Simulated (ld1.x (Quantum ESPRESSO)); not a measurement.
**nickel: TM pseudisation with PBE, scalar-relativistic reference atom.**

* Element: Ni (Z = 28)
* Generator: ld1.x (Quantum ESPRESSO) 7.5
* Type: norm-conserving Troullier–Martins (Kleinman–Bylander form)
* Functional: PBE
* Relativity: scalar-relativistic
* Frozen core: [Ne]
* Valence charge: 18
* Reference configuration: 3s2 3p6 3d8 4s2 4p0
* Partial waves: 3s (bound): rc 0.70 bohr; 3p (bound): rc 0.95 bohr; 3d (bound): rc 1.15 bohr
* Local potential: all-electron potential smoothed inside 0.60 bohr (lloc = -1)
* Core correction: none

Occupied shells without a wave of their own: 4s. They enter only through the test configuration that unscreens the potential.

All-electron outer shells of the reference configuration (PBE, scalar-relativistic, ld1.x):

| shell | level (eV) | outermost node (bohr) | outermost maximum (bohr) |
| --- | --- | --- | --- |
| 2s | -981.83 | 0.07 | 0.21 |
| 2p | -844.68 | – | 0.16 |
| 3s | -111.06 | 0.30 | 0.64 |
| 3p | -71.39 | 0.27 | 0.65 |
| 3d | -8.87 | – | 0.63 |
| 4s | -5.64 | 0.92 | 2.24 |
| 4p | -1.22 | 1.00 | 3.17 |

(1) Estimate the cutoffs (Ry, on a coarse ladder) from which the occupation-weighted sum of valence levels, in a spherical-Bessel basis at the reference potential, stays within 10 and 1 mRy of its value at 400 Ry.

(2) Does the potential have ghost states?

(3) Tests: 3s2 3p6 3d8 4s1 4p0; 3s2 3p6 3d8 4s0 4p0; 3s2 3p6 3d7 4s0 4p0; 3s2 3p6 3d8 4s0 4p1; 3s2 3p6 3d8.5 4s1.5 4p0; 3s2 3p6 3d7 4s2 4p0; 3s2 3p6 3d8 4s1 4p1. Which has the largest error in its energy relative to the reference configuration, and how large is it?

## Answers

(1) 260 Ry and over 300 Ry.

(2) No extra level below or beside the all-electron valence levels (s, p, d, f tested).

(3) 3s2 3p6 3d7 4s0 4p0, with -1592 meV (all-electron minus pseudo) on +64.14 eV.
